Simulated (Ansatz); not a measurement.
Molecule: CuF$_{2}$, charge 1, multiplicity 3. The spin state was set by rule; other spins were not relaxed. 
Coordinates optimised at B3LYP-D3(BJ)/def2-TZVP (Ansatz, an electronic-structure program):
```xyz
3

Cu     0.0000     0.0000     0.0000
F      0.0000     0.0000    -1.7108
F      0.0000     0.0000     1.7108
```
Charge +1, spin multiplicity 3.

Basis-set convergence of Hartree-Fock and CCSD(T) correlation energies (hartree) with Ansatz. Cores are frozen in the correlated levels unless marked. UHF or UKS for open shells. No spin-orbit coupling. The frozen core is the preceding noble-gas configuration, with the filled d and f shells of earlier blocks. Non-relativistic.

The T1 diagnostic of CCSD in the largest basis is 0.068, which is high, so the coupled-cluster rows are less sure than usual.

```tsv
basis	functions	E(HF)	E(corr, CCSD(T))
def2-SVPD	80	-1837.05259	-0.60857
def2-TZVPPD	147	[?]	[?]
```

Task: Complete the blanks.

Result: 
- def2-TZVPPD, E(HF): -1837.53222
- def2-TZVPPD, E(corr, CCSD(T)): -0.87334
